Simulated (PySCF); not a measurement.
## Working with the constants of InS

PBE0 constants of InS, ²Σ⁺ (doublet), unpaired electrons σ ↑ (In cc-pVTZ-PP with ECP28, S cc-pV(T+d)Z; scalar-relativistic core potentials (PySCF 2.14); masses 114.9039 and 31.9721 u):

| Quantity | Value |
| --- | --- |
| ωe | 373.9 cm⁻¹ |
| ωexe | 1.95 cm⁻¹ |
| Be | 0.12978 cm⁻¹ |
| αe | 0.000787 cm⁻¹ |
| De to In + S | 3.23 eV |

(1) What force constant and bond length do these constants imply?

(2) Estimate the centrifugal constant D from the Kratzer relation and find the Dunham coefficient a1.

Spin–orbit coupling is left out, which matters for elements this heavy, above all for dissociation energies. The state was picked by a PBE0 search and need not be the measured ground state.

## Answers

(1) Reduced mass μred = 25.012 u; k = 5.8918×10⁻⁷·μred·ωe² (u, cm⁻¹, mdyn/Å) = 2.06 mdyn/Å; Re = √(16.8576/(μred·Be)) (u, cm⁻¹, Å) = 2.279 Å.

(2) D = 4Be³/ωe² = 6.25e-08 cm⁻¹; a1 = −1 − αeωe/(6Be²) = -3.91.
